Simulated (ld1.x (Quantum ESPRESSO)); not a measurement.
## An odd input for ld1.x (Quantum ESPRESSO) 7.5 (tantalum (Ta))

Command:

```bash
ld1.x < Ta.in > Ta.out
```

Input:

```
&input
   title='Ta', zed=73., rel=1, dft='PZ', iswitch=3, xmin=-4.5,
   config='[Xe] 4f14 5d4 6s1 6p0',
   nld=3, rlderiv=3.10, eminld=-5.0, emaxld=5.0, deld=0.02
 /
 &inputp
   pseudotype=2, tm=.true., lloc=0,
   nlcc=.true.,
   file_pseudopw='Ta.UPF', file_wfcaegen='ae.wfc', file_wfcncgen='nc.wfc', file_beta='beta', file_chi='chi'
 /
3
5P  2  1   6.00   0.00  1.70  1.70  0.0
5D  3  2   4.00   0.00  1.55  1.55  0.0
6S  1  0   1.00   0.00  2.85  2.85  0.0
 &test
   configts(1)='5p6 5d4 6s1 6p0'
 /
```

This is an input that runs to its end, with one change: mesh start xmin=-4.5.

Problem. How does the run end?

Solution. The program runs through. The occupied levels of the test differ from the all-electron ones by at most 0.00001 Ry (unchanged input: 0.00001 Ry).

```

     Etot =  -31188.673149 Ry,  -15594.336575 Ha, -424343.515783 eV
     Etotps =  -101.017760 Ry,     -50.508880 Ha,   -1374.416640 eV

     Ekin =      30.408670 Ry,      15.204335 Ha,     413.731026 eV
     Encl =    -100.915666 Ry,     -50.457833 Ha,   -1373.027580 eV
     Ehrt =      60.900193 Ry,      30.450097 Ha,     828.589340 eV
     Ecxc =     -38.087649 Ry,     -19.043825 Ha,    -518.208870 eV
     (Ecc =     -23.865349 Ry,     -11.932674 Ha,    -324.704611 eV)
     Epseu=     -53.323307 Ry,     -26.661654 Ha,    -725.500556 eV

     ---------------------- End of pseudopotential test ----------------------
```
